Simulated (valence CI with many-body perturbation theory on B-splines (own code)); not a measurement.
Results of a calculation; reference values are marked as such.
A CI+MBPT run for Nd39+

Level of theory: relativistic CI+MBPT: three valence electrons over a frozen Dirac-Fock core [Ar], a basis of 7 s, 7 p, 5 d, 2 f functions for each j, with the one-electron correlation potential Σ1 (screened to all orders), the two-electron term Σ2, the three-electron term Σ3, Breit, model QED; selected single and double excitations, second order for the rest, scaled by the run's own slope (own B-spline code, finite nucleus).

Command, and the settings that its task file holds:

```sh
python run_cv.py task.json out
```

```
atom Nd  Z=60  mass_number=142  rms_radius_fm=4.9123
core [Ar]
valence 3d3
avg = 1
basis = S
breit = 1
cap = 10000
capref = 1200
cscale = 1
de = 0.0
dress = 0
eps = 2e-08
extrap = 1
h = 0.27
hh = 1
l2 = 3
lcore = 6
maxit = 60
n2 = 5
natural = 1
nlev = 20
nno = [4, 4, 3, 0, 0]
nroot = 26
nsp = [3, 3, 2, 2, 0]
pt2 = 1
qed = 1
rpa = 1
s1 = 1
s2 = 1
s3 = 1
screen = 1
tol = 2e-05
whole = 1
```

It took 14 s on 1 thread of Arm Neoverse V1 (shared host).

Log. The first blocks belong to the next ion, which gives the ionisation energy. Fields: 2J, parity (1 odd), roots, reference size, generating configurations, candidates as configurations/state functions, variational space P, stored matrix elements, Davidson steps; e2 is the range of second-order energies in hartree. The first line gives the box (bohr), its intervals, the orbitals and the steps of their self-consistent field. Window is the range of levels sought, series limit the energy at which the first omitted orbital would enter, core excitation an estimate of the first excitation out of the core, left out the lowest levels not solved, and shifts from estimates the range by which levels moved from their first estimate, all in cm⁻¹.

```
rmax 2.9 intervals 57 orbitals 35 references ['3d3', '3d2 4s', '3d2 4p'] scf 3 t 0.8
2J=4 par=0 roots 2 ref 42 generators 3 cand 188/188 P 230/230 nnz 0 it 0
2J=4 par=0 roots 2 ref 42 generators 3 cand 22/22 P 252/252 nnz 0 it 0
   second order: generators 6 cand 2/2 e2 -0.00000 -0.00000
2J=0 par=0 roots 2 ref 17 generators 2 cand 103/103 P 120/120 nnz 0 it 0
   second order: generators 3 cand 0/0 e2 -0.00000 -0.00000
2J=6 par=0 roots 2 ref 32 generators 2 cand 125/125 P 157/157 nnz 0 it 0
2J=6 par=0 roots 2 ref 32 generators 4 cand 4/4 P 161/161 nnz 0 it 0
   second order: generators 9 cand 2/2 e2 -0.00000 -0.00000
reference levels 431, estimated 19, window 799445 1/cm; series limit 15486846, core excitation 1756254
2J=3 par=0 roots 5 ref 31 generators 4 cand 70/152 P 552/1233 nnz 0 it 0
2J=3 par=0 roots 5 ref 31 generators 4 cand 62/136 P 614/1369 nnz 0 it 3
   second order: generators 5 cand 280/608 e2 -0.00000 -0.00000
2J=5 par=0 roots 5 ref 33 generators 3 cand 76/172 P 541/1307 nnz 0 it 3
2J=5 par=0 roots 5 ref 33 generators 3 cand 64/151 P 605/1458 nnz 0 it 3
   second order: generators 5 cand 563/1325 e2 -0.00000 -0.00000
2J=7 par=0 roots 3 ref 25 generators 2 cand 79/153 P 454/1009 nnz 0 it 0
2J=7 par=0 roots 3 ref 25 generators 2 cand 60/131 P 514/1140 nnz 0 it 0
   second order: generators 2 cand 38/59 e2 -0.00000 -0.00000
2J=9 par=0 roots 3 ref 18 generators 3 cand 60/103 P 367/683 nnz 0 it 0
2J=9 par=0 roots 3 ref 18 generators 3 cand 46/85 P 413/768 nnz 0 it 0
   second order: generators 3 cand 6/7 e2 -0.00000 -0.00000
2J=1 par=0 roots 2 ref 19 generators 2 cand 58/89 P 464/711 nnz 0 it 0
2J=1 par=0 roots 2 ref 19 generators 2 cand 50/78 P 514/789 nnz 0 it 0
   second order: generators 2 cand 31/35 e2 -0.00000 -0.00000
2J=11 par=0 roots 1 ref 6 generators 1 cand 0/0 P 165/287 nnz 0 it 0
2J=11 par=0 roots 1 ref 6 generators 1 cand 28/48 P 193/335 nnz 0 it 0
   second order: generators 1 cand 49/49 e2 -0.00000 -0.00000
left out: unestimated 9324038, estimated none, shifts from estimates -0 to 0
operators 1.0
```

The Davidson iterations converged.

No measured spectrum was set against this ion. As an estimate, large intervals hold to a few tenths of a per cent, small ones and those within an open d or f shell to about a per cent. Only levels of the ground parity were solved; by the run's estimate the other parity begins above the list, which can be wrong where configurations are misplaced.

| Item | Value |
| --- | --- |
| Valence energy | -327.637 hartree |
| Ionisation energy | 2862.2 eV (NIST: 2861 ± 4 eV (theoretical)) |
| Reference configurations for the orbitals | 3d3, 3d2 4s, 3d2 4p |
| Radial orbitals | 35 |
| Box radius | 2.865 bohr |
| Largest variational space | 1458 |
| Lowest levels | (3d3/2^3) J=3/2 0, (3d3/2^2 3d5/2) J=5/2 [a] 167040, (3d3/2^2 3d5/2) J=3/2 212830, (3d3/2^2 3d5/2) J=7/2 224040, (3d3/2^2 3d5/2) J=9/2 233500, (3d3/2^2 3d5/2) J=1/2 242730, (3d3/2^2 3d5/2) J=5/2 [b] 360780, (3d3/2 3d5/2^2) J=7/2 [a] 395290, (3d3/2 3d5/2^2) J=9/2 417460, (3d3/2 3d5/2^2) J=3/2 [a] 450200, (3d3/2 3d5/2^2) J=1/2 467380, (3d3/2 3d5/2^2) J=11/2 480540, (3d3/2 3d5/2^2) J=5/2 [a] 494970, (3d3/2 3d5/2^2) J=5/2 [b] 524630 cm⁻¹ |

Levels are named by their leading jj configuration (3d3/2^4 stands for four electrons in 3d with j = 3/2), which in mixed levels can hold well under half, so a name can repeat and another be missing. Letters in brackets count levels of one name in rising energy.
